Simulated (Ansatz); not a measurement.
CH$_{4}$BrNOSi, SMILES `N[SiH](Br)C=O`. Total charge 0; spin multiplicity 1. Correlated methods include outer-core shells of Br, which these sets cover unevenly. Scalar relativity is left out up to krypton.

Z-matrix (Å, degrees):
```
Si
Br 1 2.241
C 1 1.920 2 103.2
N 1 1.687 2 117.3 3 114.2
H 1 1.479 2 104.7 3 -120.7
O 3 1.206 1 119.9 2 114.3
H 3 1.114 1 120.1 2 -62.7
H 4 1.005 1 124.2 2 66.2
H 4 1.009 1 118.2 2 -88.3
```

Task: Give the diagnostics of a CCSD(T)/def2-TZVPP run (frozen core, Ansatz). (An estimate is asked.)

Result: Computed: T1 = 0.0117, largest single amplitude 0.033, largest double 0.060, (T) share of the correlation energy 3.9 %, 10 CCSD cycles. The RHF solution is stable towards an unrestricted one. T1 lies under the customary mark of 0.02 for closed shells.
